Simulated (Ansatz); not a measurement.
Ansatz results at the PBE0-D4/def2-TZVP geometry: LUMO energy (PBE/def2-TZVPP) -1.33 eV; LUMO energy (ωB97M-V/def2-TZVPP) 1.21 eV; LUMO energy (PBE0/def2-TZVPP) -0.51 eV.

(1) Which molecule gave them?
A. `FC[SiH2]BS`
B. `[OH][GeH]1[CH2][SiH2][O]1`
C. `BN[Si](C)(O)F`
D. `C1O[SiH2][GeH2][O]1`

## Answers

(1) D. The others give `[OH][GeH]1[CH2][SiH2][O]1`: -1.00, 1.52, -0.17; `BN[Si](C)(O)F`: -1.24, 1.59, -0.27; `FC[SiH2]BS`: -2.83, 0.05, -1.94.
